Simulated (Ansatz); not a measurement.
Calculated with Ansatz (gas phase, PBE0-D4/def2-TZVP geometries, no zero-point term in ΔE). CCSD(T)/CBS is the MP2 limit (def2-TZVPP, def2-QZVPP) plus CCSD(T) − MP2 in def2-TZVPP, frozen cores. This one scheme is used for every species. DFT in def2-TZVPP. def2 core potentials past Kr. For Te outer-core shells are correlated without core-valence functions, which leaves a few kJ/mol of doubt a bond. Each species was taken in one conformer, which may not be the lowest.

`N[SiH2][SiH2]F` + H₂Te → `N[SiH2][TeH]` + `F[SiH3]`  (cleavage of the Si–Si bond)

CCSD(T)/CBS gives -82.9 kJ/mol.

(1) Another level gave -78.7 kJ/mol. Which?
A. BLYP/def2-TZVPP
B. r2SCANh-D4/def2-TZVPP
C. MP2/def2-TZVPP
D. HF/def2-TZVPP

Largest T1 diagnostic among the species: 0.011.

Results:

(1) B. r2SCANh-D4 -78.7, BLYP -71.9, MP2/def2-TZVPP -91.4, HF/def2-TZVPP -82.8 kJ/mol.

From PBE to PBE0 (25 % exact exchange), in def2-TZVPP and without D4, ΔE moves by −3.6 kJ/mol. Leaving LDA and LC-ωPBE aside and taking each functional with its dispersion term where it has one, the values, not all of them listed here, spread over 15.7 kJ/mol, from PBE-QIDH to B97M-V.
